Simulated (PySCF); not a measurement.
Two-component Hartree-Fock for Pt⁺ (platinum, charge +1)

Start: [Xe] 4f14 5d9; 5d3/2 filled at m_j = -3/2, -1/2, +1/2, +3/2; 5d5/2 filled at m_j = -3/2, -1/2, +1/2, +3/2, +5/2. Calculated with PySCF 2.14 in x2c-TZVPPall-2c: generalised Hartree-Fock with the X2C-1e Hamiltonian and a Gaussian nucleus; one run each with spin-orbit coupling (SO) switched off, then screened by Boettger's factors.

```csv
spinor shell,electrons,"ε, spin-free (eV)","ε, screened SO (eV)",weight of nominal j (screened SO),"rms radius, screened SO (bohr)"
1s1/2,2,-78840.8,-78812.2,1.000,0.0194
2s1/2,2,-14008.0,-13999.2,1.000,0.0782
2p1/2,2,-12151.4,-13394.8,1.000,0.0663
2p3/2,4,-12151.4,-11660.2,1.000,0.0741
3s1/2,2,-3364.7,-3362.0,1.000,0.200
3p1/2,2,-2815.2,-3091.5,1.000,0.191
3p3/2,4,-2815.2,-2704.3,1.000,0.207
3d3/2,4,-2210.4,-2259.2,1.000,0.182
3d5/2,6,-2210.4,-2176.1,1.000,0.186
4s1/2,2,-765.64,-765.01,1.000,0.441
4p1/2,2,-582.35,-649.18,1.000,0.447
4p3/2,4,-582.35,-555.63,1.000,0.480
4d3/2,4,-354.86,-365.60,1.000,0.496
4d5/2,6,-354.86,-347.49,1.000,0.507
5s1/2,2,-128.38,-128.50,1.000,1.03
4f5/2,6,-100.04,-101.98,0.999,0.563
4f7/2,8,-100.04,-98.390,0.999,0.567
5p1/2,2,-78.064,-89.986,0.999,1.12
5p3/2,4,-78.064,-73.510,0.999,1.22
5d3/2,4,-19.788,-21.077,0.966,1.71
5d5/2,5,-19.788,-19.182,0.943,1.84
```

```csv
quantity,spin-free,screened SO
E (hartree),-18399.31784,-18426.35610
M_J,5/2,5/2
⟨J²⟩,9.392,10.522
⟨L²⟩,6.492,7.076
⟨S²⟩,0.900,1.237
```

The determinant has a definite M_J but mixes levels of different J.

Each row is a mean over spinors that exchange with the open shell spreads, by up to 4.265 eV (5p3/2).

Breit and QED terms are absent; they matter most for the inner s and p1/2 levels.

Densities and radii are taken from the X2C orbitals without a picture-change correction, which distorts them close to the nucleus.

Without spin-orbit coupling the j labels of p, d and f shells carry no meaning; the spin-free column gives the mean over the occupied spinors of each nl shell, and its ⟨J²⟩ belongs to a mixture of degenerate components.
